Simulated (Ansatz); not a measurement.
Cost and result up the ladder for Ge(tBu)Me3 (C₇H₁₈Ge) (26 atoms). The state is a singlet with charge 0. Geometry: PBE-D4/def2-SVP.

Cartesian coordinates in Å:
```
Ge -0.307 -0.121 -0.867
C 0.359 0.141 1.015
C 0.465 -1.229 1.705
C -0.631 1.036 1.778
C 1.742 0.811 0.969
H 0.846 -1.117 2.746
H -0.519 -1.738 1.769
H 1.162 -1.910 1.173
H -1.647 0.589 1.821
H -0.724 2.040 1.315
H -0.294 1.187 2.829
H 1.709 1.799 0.464
H 2.489 0.186 0.436
H 2.130 0.982 2.000
C 1.048 -1.078 -1.938
H 0.654 -1.291 -2.952
H 1.318 -2.042 -1.461
H 1.968 -0.469 -2.044
C -0.665 1.631 -1.706
H -0.947 1.495 -2.771
H 0.233 2.279 -1.665
H -1.498 2.150 -1.191
C -1.975 -1.177 -0.855
H -2.745 -0.689 -0.223
H -1.793 -2.197 -0.463
H -2.378 -1.268 -1.884
```

Ansatz on 4 threads of Arm Neoverse V2 on a shared host. Times are rough, and most runs start from the orbitals of an earlier one. ωB97M-V/def2-TZVP serves as the yardstick here, not as an exact answer. Differences are given only for rows in sets of like size (and for xTB, whose basis is part of the method), since another set adds its own error. Binding counts from free atoms at the same level (Ge triplet, C triplet, H doublet; other spins of the atoms weren't run), without zero-point energy or a counterpoise term.

The 6-31G sets use Cartesian d functions. B3LYP takes the VWN-RPA correlation. Correlated methods freeze 16 core orbitals; core or outer-core shells of Ge are correlated, in sets that lack core-valence functions.

Correlated methods converge slowly with the basis.

```
                         level  functions  wall time  binding energy per atom (eV)  difference from ωB97M-V/def2-TZVP (eV)
                     HF/STO-3G         71      0.5 s                          3.91                                       –
                      HF/6-31G        128      1.7 s                          2.92                                       –
                B3LYP-D4/6-31G        128      3.4 s                          3.95                                       –
               PBE-D4/def2-SVP        220      3.8 s                          4.05                                       –
              PBE0-D4/def2-SVP        220      6.5 s                          4.02                                       –
PBE-D4/def2-TZVP (with forces)        373        9 s                          4.02                                    0.05
             PBE0-D4/def2-TZVP        373       14 s                          3.99                                    0.02
           r2SCAN-D4/def2-TZVP        373       14 s                          3.98                                    0.01
        CAM-B3LYP-D4/def2-TZVP        373       16 s                          3.98                                    0.01
                 MP2/def2-TZVP        373       17 s                          3.87                                   -0.10
             ωB97M-V/def2-TZVP        373       34 s                          3.97                                    0.00
```
